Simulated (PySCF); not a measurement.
Compound: C6H9ClO.
Numbering: `[CH3:1]/[CH:2]=[C:3](\[CH2:4][CH3:5])[C:6](=[O:7])[Cl:8]` (hydrogens: H9, H10, H11 on C1; H12 on C2; H13, H14 on C4; H15, H16, H17 on C5)

The closed-shell SCF was solved with PySCF and density fitting under several settings on one GFN2-xTB geometry (grid level 2 and gas phase unless stated).

```
                                                            settings  basis functions  SCF cycles     E (Eh)  HOMO (eV)  LUMO (eV)  dipole (D)
                                                       PBE0/pcSseg-1              188          16  -768.9064      -7.95      -1.89        4.25
                                                     B3LYP/def2-SVPD              242          15  -769.1480      -7.73      -2.17        4.22
   OPBE/STO-3G, IEF-PCM dimethylsulfoxide, energy threshold 1e-08 Eh               53          10  -760.6381      -4.36      -0.35        4.00
                      BLYP/def2-SVPD, fitting basis def2-qzvpp-jkfit              242          13  -768.9894      -6.63      -2.75        4.16
                                  LC-wPBE/def2-SVPD, IEF-PCM benzene              242          15  -768.8084     -10.43       0.29        4.71
PBE0/pcSseg-1, damping 0.1 at the start, DIIS from the seventh cycle              188          24  -768.9064      -7.95      -1.89        4.25
```

Question: Estimate the rows for these settings: (1) BP86/cc-pVDZ, IEF-PCM chloroform, grid level 3; (2) PBE0/def2-SVPD, fitting basis def2-qzvpp-jkfit, energy threshold 1e-07 Eh.

Answer: 
```tsv
settings	basis functions	SCF cycles	E (Eh)	HOMO (eV)	LUMO (eV)	dipole (D)
BP86/cc-pVDZ, IEF-PCM chloroform, grid level 3	161	16	-769.5370	-6.57	-2.62	4.75
PBE0/def2-SVPD, fitting basis def2-qzvpp-jkfit, energy threshold 1e-07 Eh	242	9	-768.6180	-7.95	-1.97	4.23
```

Question: Over all rows, what range does the HOMO–LUMO gap span?

Answer: From 3.88 eV (BLYP/def2-SVPD, fitting basis def2-qzvpp-jkfit) to 10.72 eV (LC-wPBE/def2-SVPD, IEF-PCM benzene). The functional of the narrowest has no exact exchange, that of the widest range-separated exact exchange.

Question: Compare two rows with the functional PBE0: PBE0/pcSseg-1, damping 0.1 at the start, DIIS from the seventh cycle and PBE0/def2-SVPD, fitting basis def2-qzvpp-jkfit, energy threshold 1e-07 Eh. Which energy is lower, and by how much?

Answer: PBE0/pcSseg-1, damping 0.1 at the start, DIIS from the seventh cycle (188 functions) lies 0.2884 Eh or 181 kcal/mol below PBE0/def2-SVPD, fitting basis def2-qzvpp-jkfit, energy threshold 1e-07 Eh (242 functions). The smaller set gives the lower energy; the two sets aren't nested, so the variational bound doesn't order them by size.

Cycle counts include a coarse-grid stage where the run had one. The species at its GFN2-xTB geometry (one conformer only).

Shape of the structure used: `[CH3:1]/[CH:2]=[C:3](\[CH2:4][CH3:5])[C:6](=[O:7])[Cl:8]`: C2–C3–C4–C5 89°, C2–C3–C6–O7 175°.
